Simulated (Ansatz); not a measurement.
Born–Oppenheimer molecular dynamics of CH₄ClInO (8 atoms, charge 0, multiplicity 1). It starts at the highest image of a converged band. Of that band: Neighbouring images differ by up to 2.3 eV, so the band resolves the path poorly. A vibrational analysis at the climbing image gives one clearly imaginary mode, 1725i cm⁻¹: a first-order saddle point.

Theory: RKS PBE0/def2-SVP in Ansatz.

```json
{"ensemble": "NVE (velocity Verlet)", "time step": "0.5 fs", "steps asked": "200", "starting velocities drawn for": "100 K", "seed": "7076"}
```

First frame:

```xyz
8
Properties=species:S:1:pos:R:3
In -0.979 -0.330 -1.169
C 0.587 0.247 0.743
O 0.009 -1.916 -0.728
H 0.444 -0.955 0.123
Cl -2.321 1.382 -1.956
H 1.557 -0.071 1.161
H -0.094 0.434 1.588
H 0.798 1.208 0.238
```

Question: How far do the bonds stretch over the last three quarters of this one trajectory? (Pairs bonded in most of those frames.)

Answer: 
| bond | mean (Å) | spread (Å) | shortest | longest |
| --- | --- | --- | --- | --- |
| In1–C2 | 2.234 | 0.141 | 2.01 | 2.41 |
| In1–O3 | 2.102 | 0.111 | 1.92 | 2.25 |
| In1–Cl5 | 2.418 | 0.060 | 2.31 | 2.49 |
| C2–H6 | 1.107 | 0.012 | 1.09 | 1.13 |
| C2–H7 | 1.102 | 0.005 | 1.09 | 1.11 |
| C2–H8 | 1.108 | 0.010 | 1.09 | 1.13 |
| O3–H4 | 0.993 | 0.081 | 0.86 | 1.10 |

Mean temperature of the second half: 2820 K. The conserved energy stayed within 1.1 meV per atom of its start (net change 0.14 meV per atom), so the integration is sound. The kinetic energy rose, since the run started high on the potential surface and went downhill. A run of 0.1 ps of so small a system gives no equilibrium averages. The orbitals stay closed-shell, which can raise the energy where a bond breaks towards radicals; this wasn't checked here.

Run time: 3.6 min on 2 threads of AMD EPYC 9R45 96-Core Processor (Zen 5), with other jobs on the host, peak memory 0.21 GiB.
